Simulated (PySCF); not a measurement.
SMILES O=CCC[SiH3] (C₃H₈OSi) (GFN2-xTB optimised geometry):

```
13

O      0.687    -1.528     0.000
C     -0.513    -1.528     0.000
C     -1.350    -0.294     0.000
C     -0.550     0.926     0.435
Si     1.178     1.035    -0.383
H     -1.078    -2.480    -0.022
H     -1.698    -0.169    -1.032
H     -2.239    -0.455     0.617
H     -0.429     0.895     1.519
H     -1.129     1.821     0.213
H      2.239     0.537     0.480
H      1.407     2.480    -0.570
H      1.148     0.445    -1.721
```

Calculation: PBE0/def2-TZVP (PySCF).

Problem. What are the frontier orbital energies and the dipole moment?

Solution. HOMO-2 -9.16 eV, HOMO-1 -8.59 eV, HOMO -7.66 eV, LUMO -1.00 eV, LUMO+1 0.77 eV; dipole moment 3.23 D.

On the same geometry PBE/def2-TZVP (PySCF) gives HOMO-2 -7.74 eV, HOMO-1 -7.30 eV, HOMO -6.17 eV, LUMO -2.22 eV, LUMO+1 -0.02 eV; dipole moment 3.13 D.

Meta-Löwdin charges at PBE0/def2-TZVP: O1 -0.38, C2 0.29, C3 -0.24, C4 -0.45, Si5 0.49, H6 0.08, H7 0.14, H8 0.13, H9 0.12, H10 0.13, H11 -0.09, H12 -0.13, H13 -0.10.
